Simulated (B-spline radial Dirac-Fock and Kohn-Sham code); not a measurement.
# Elastic and transport cross sections of tungsten for electrons

Level of theory: relativistic (Dirac) partial waves in the static field of the Dirac-Fock atom with Furness-McCarthy exchange, without polarisation or absorption potentials; a radial atomic solver. σ_tr1 and σ_tr2 weight the cross section with 1 − P₁ and 1 − P₂ of cos θ; "backward" is the share scattered beyond 90°.

```tsv
energy (eV)	σ (a₀²)	σ_tr1 (a₀²)	σ_tr2 (a₀²)	σ/σ_tr1	backward (%)
2000	7.34	1.23	1.15	5.98	7.2
2010	7.32	1.22	1.14	5.99	7.1
2470	6.58	0.962	0.971	6.84	5.9
3000	5.94	0.759	0.826	7.82	4.9
5000	4.51	0.392	0.515	11.5	3.0
5570	4.25	0.339	0.462	12.5	2.7
5720	4.19	0.327	0.449	12.8	2.6
6030	4.07	0.304	0.425	13.4	2.5
7770	3.53	0.214	0.322	16.5	1.9
8980	3.25	0.174	0.273	18.6	1.6
9410	3.17	0.163	0.258	19.4	1.6
9600	3.13	0.159	0.252	19.7	1.5
10000	?	?	?	?	?
10300	3.00	0.143	0.232	21.0	1.4
10500	2.97	0.139	0.227	21.3	1.4
11000	2.89	0.130	0.214	22.2	1.3
```

Question: Fill in the row for 10 keV.

Answer: σ = 3.06 a₀², σ_tr1 = 0.150 a₀², σ_tr2 = 0.240 a₀², σ/σ_tr1 = 20.4, backward 1.5 %. The ratio σ/σ_tr1 is roughly the number of elastic collisions that randomise the direction.

Values without a named source are computed, but for edge energies of neutral atoms, which are taken from tables.
